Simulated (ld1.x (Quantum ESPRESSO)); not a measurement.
The numbers below are computed, except where a source is named.
Pseudopotentials across the periodic table

Generated with ld1.x 7.5 (TM, RRKJ, ultrasoft, PAW), atompaw 4.2 or ONCVPSP 4.0.1. The cutoff is in Ry: for ld1.x and atompaw files where the sum of valence levels is converged to 10 mRy in a Bessel basis, for ONCV files where the hardest occupied wave has 1 mHa per electron of residual kinetic energy. The error is the largest all-electron minus pseudo excitation energy over each file’s own four to seven test configurations (ionisations up to +4, promotions, holes and added fractions of an electron), all of which were solved. The labels leave out finer settings (local radius, basis sizes, second energies), which also bear on the numbers. Spin-polarised tests are not counted. The rows are a selection from randomly drawn settings: files with unsolved tests, undetermined cutoffs or missed reference levels are left out.

| element | potential | cutoff (Ry) | largest error (meV) | bound ghosts |
| --- | --- | --- | --- | --- |
| Ne | ultrasoft, PBE, scalar-relativistic, rc 0.75/1.25/1.10 (spd), local smoothed, core correction yes, reference 2s2 2p6 | 50 | -810 | none |
| Ar | TM, PBEsol, scalar-relativistic, rc 0.80/1.10/1.15 (spd), local s, core correction yes, reference 3s2 3p4 | 140 | +137 | none |
| Ar | TM, PBEsol, non-relativistic, rc 1.05/1.30 (sp), local s, core correction yes, reference 3s2 3p6 | 70 | +217 | none |
| Cr | TM, PBEsol, scalar-relativistic, rc 1.25/1.55/1.45/1.25 (spdf), local d, core correction no, reference 3s2 3p6 3d4 4s0 4p0 | 100 | +310 | none |

**Question.** Fill in the row for Yb: TM, PBE, non-relativistic, rc 3.35/3.10/3.10 (spd), local s, core correction yes, reference 5d1 6s2 6p0.

**Answer.** cutoff 15 Ry, largest error -102 meV, bound ghosts: none.

**Question.** Fill in the row for Re: TM semilocal, LDA (PZ), scalar-relativistic, rc 1.90/3.15/1.55 (spd), local p, core correction no, reference 5d5 6s1.75 6p0.25.

**Answer.** cutoff 35 Ry, largest error +73 meV, bound ghosts: none.

**Question.** Fill in the row for Be: PAW, PBE, scalar-relativistic, rc 0.90/4.35 (sp), local smoothed, core correction no, reference 1s2 2s2 2p0.

**Answer.** cutoff 110 Ry, largest error -19 meV, bound ghosts: none.
